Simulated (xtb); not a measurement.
n-butyl acetate (C₆H₁₂O₂), singlet, geometry from GFN2-xTB; GFN2-xTB (xtb 6.7.1).

The xtb input:
```
$ xtb mol.xyz --gfn 2 --opt --json

# file mol.xyz
20

C     -3.89440677     0.59454652    -0.33914431
C     -2.68001968    -0.31588928    -0.20491072
C     -1.38482384     0.48734588    -0.11951388
C     -0.17218977    -0.42092200     0.01524335
O      1.00033746     0.39177182     0.08275542
C      2.16802990    -0.25184192     0.17766581
C      3.31561892     0.72248799     0.23727749
O      2.26799694    -1.44948390     0.20894184
H     -3.81830555     1.20228703    -1.23782775
H     -4.80696323     0.00670346    -0.39843415
H     -3.96943663     1.25962206     0.51805895
H     -2.78316202    -0.93130463     0.69123698
H     -2.63196905    -0.98823606    -1.06403610
H     -1.41976689     1.15834622     0.74057834
H     -1.26798427     1.09989802    -1.01525903
H     -0.23298041    -1.03303909     0.92249391
H     -0.08587689    -1.09870449    -0.84185072
H      3.18703026     1.38072010     1.09268432
H      3.31828247     1.33210993    -0.66271262
H      4.25120428     0.17893113     0.32178314
```

What the program printed (banner, timings and long lists left out):

```
   ID    Z sym.   atoms
    1    6 C      1-4, 6, 7
    2    8 O      5, 8
    3    1 H      9-20

           -------------------------------------------------
          |                Calculation Setup                |
           -------------------------------------------------

           -------------------------------------------------
          |                 G F N 2 - x T B                 |
           -------------------------------------------------

          ...................................................
          :                      SETUP                      :
          :.................................................:
          :  # basis functions                  44          :
          :  # atomic orbitals                  44          :
          :  # shells                           28          :
          :  # electrons                        48          :
          :  max. iterations                   250          :
          :  Hamiltonian                  GFN2-xTB          :
          :  restarted?                      false          :
          :  GBSA solvation                  false          :
          :  PC potential                    false          :
          :  electronic temp.          300.0000000     K    :
          :  accuracy                    1.0000000          :
          :  -> integral cutoff          0.2500000E+02      :
          :  -> integral neglect         0.1000000E-07      :
          :  -> SCF convergence          0.1000000E-05 Eh   :
          :  -> wf. convergence          0.1000000E-03 e    :
          :  Broyden damping             0.4000000          :
          :  net charge                          0          :
          :  unpaired electrons                  0          :
          ...................................................

 iter      E             dE          RMSdq      gap      omega  full diag
   1    -27.3587835 -0.273588E+02  0.400E+00    6.15       0.0  T
   2    -27.4282077 -0.694242E-01  0.211E+00    4.89       1.0  T
   3    -27.4311859 -0.297816E-02  0.116E+00    5.41       1.0  T
   4    -27.4336660 -0.248014E-02  0.168E-01    5.11       1.0  T
   5    -27.4339034 -0.237315E-03  0.738E-02    5.18       1.0  T
   6    -27.4339081 -0.477535E-05  0.185E-02    5.17       1.2  T
   7    -27.4339090 -0.896106E-06  0.703E-03    5.17       3.2  T
   8    -27.4339091 -0.123846E-06  0.189E-03    5.17      11.8  T
[...]
         :: total energy             -27.115726292955 Eh    ::
 * total energy  :   -27.1157263 Eh     change       -0.1027942E-09 Eh
   *** GEOMETRY OPTIMIZATION CONVERGED AFTER 1 ITERATIONS ***
         :: total energy             -27.115726293058 Eh    ::
[...]
 ---------------------------------------------------------------------------
     1   6 C    3.996 --     2 C    1.020     9 H    0.988    11 H    0.988
                            10 H    0.987
     2   6 C    3.996 --     1 C    1.020     3 C    1.006    12 H    0.978
                            13 H    0.978
     3   6 C    3.992 --     2 C    1.006     4 C    1.005    14 H    0.975
                            15 H    0.975
     4   6 C    3.928 --     3 C    1.005    16 H    0.969    17 H    0.969
                             5 O    0.938
     5   8 O    2.300 --     6 C    1.133     4 C    0.938     8 O    0.173
     6   6 C    3.917 --     8 O    1.757     5 O    1.133     7 C    0.985
     7   6 C    3.991 --     6 C    0.985    20 H    0.983    18 H    0.965
                            19 H    0.965
     8   8 O    2.037 --     6 C    1.757     5 O    0.173
     9   1 H    0.998 --     1 C    0.988
    10   1 H    0.998 --     1 C    0.987
    11   1 H    0.998 --     1 C    0.988
    12   1 H    0.999 --     2 C    0.978
    13   1 H    0.999 --     2 C    0.978
    14   1 H    0.997 --     3 C    0.975
    15   1 H    0.997 --     3 C    0.975
    16   1 H    0.998 --     4 C    0.969
    17   1 H    0.998 --     4 C    0.969
    18   1 H    0.994 --     7 C    0.965
    19   1 H    0.994 --     7 C    0.965
    20   1 H    0.994 --     7 C    0.983
 ---------------------------------------------------------------------------

Topologies differ in total number of bonds
Writing topology from bond orders to xtbtopo.mol

molecular dipole:
                 x           y           z       tot (Debye)
 q only:       -0.544       0.833      -0.063
   full:       -0.502       0.900      -0.059       2.623
molecular quadrupole (traceless):
                xx          xy          yy          xz          yz          zz
 q only:        4.613       7.195      -4.145       0.220       0.617      -0.468
  q+dip:        1.996       8.300      -4.820      -0.282       0.804       2.824
   full:        2.779       8.390      -5.249      -0.180       0.801       2.470

optimized geometry written to: xtbopt.xyz

           -------------------------------------------------
          | TOTAL ENERGY              -27.115726293058 Eh   |
          | GRADIENT NORM               0.000051990429 Eh/α |
          | HOMO-LUMO GAP               5.174347977822 eV   |
           -------------------------------------------------
```
